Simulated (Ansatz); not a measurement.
Basis sets compared for Na₆Au⁺ (the lowest singlet isomer of a short search). The state is a singlet with charge 1. Geometry PBE-D4/def2-SVP. Ansatz on 4 threads of Arm Neoverse N1 on a shared host; times are rough, and most runs start from earlier orbitals.

| atom | x (Å) | y (Å) | z (Å) |
| --- | --- | --- | --- |
| Au1 | -0.2325 | -0.3257 | 1.2737 |
| Na2 | -0.1627 | 1.9600 | -0.5257 |
| Na3 | -1.4083 | -1.3579 | -1.2775 |
| Na4 | -2.6432 | -1.6805 | 2.0175 |
| Na5 | 1.7785 | 1.2169 | 2.6986 |
| Na6 | 2.1888 | -0.2543 | -0.5066 |
| Na7 | 0.4795 | 0.4414 | -3.6800 |

In the def2 sets Au takes a core potential; there is no spin–orbit coupling. The restricted singlet is unstable towards broken spin symmetry in Hartree–Fock (as tested in another run); at PBE-D4/def2-SVP, PBE-D4/def2-TZVP, PBE0-D4/def2-SVP, PBE0-D4/def2-TZVP this wasn't settled. No other spin state of charge 1 was run. The structure comes from a short search, and lower isomers may exist.

| level | functions | energy (Eh) | HOMO (eV) | LUMO (eV) | wall time |
| --- | --- | --- | --- | --- | --- |
| PBE-D4/def2-SVP | 122 | -1108.4597 | -5.91 | -5.03 | 4.7 s |
| PBE0-D4/def2-SVP | 122 | -1108.4908 | -6.27 | -4.48 | 8 s |

Question: Estimate the rows for PBE-D4/def2-TZVP (with forces), PBE0-D4/def2-TZVP.

Answer: 
| level | functions | energy (Eh) | HOMO (eV) | LUMO (eV) | wall time |
| --- | --- | --- | --- | --- | --- |
| PBE-D4/def2-TZVP (with forces) | 232 | -1108.8256 | -5.96 | -5.07 | 9 s |
| PBE0-D4/def2-TZVP | 232 | -1108.8529 | -6.32 | -4.50 | 15 s |
